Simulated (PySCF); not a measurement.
Sn(F)3(SH) (F3HSSn), SMILES [F][Sn]([F])([F])[SH].

The structure is a stationary point at B3LYP-D3(BJ)/def2-SVP. The structure was generated by enumeration; whether it is a known compound was not checked. The def2 effective core potentials stand for the cores of Sn; spin–orbit coupling is left out. The values are those of a single conformer.

Method: PBE/def2-TZVP in PySCF.

The molecule is in vacuum.

Computed frontier levels, gap, dipole moment and polarisability:
| Property | Value |
|---|---|
| highest occupied level | -7.65 eV |
| lowest empty level | -4.25 eV |
| orbital gap | 3.40 eV |
| dipole moment | 3.08 D |
| quadrupole, principal values (traceless, Buckingham form, about the centre of nuclear charge) | -4.66, -0.95, 5.61 D·Å |
| mean static polarisability | 55.0 bohr³ (8.15 Å³) |
| polarisability, principal values | 46.0, 48.3, 70.7 bohr³ |
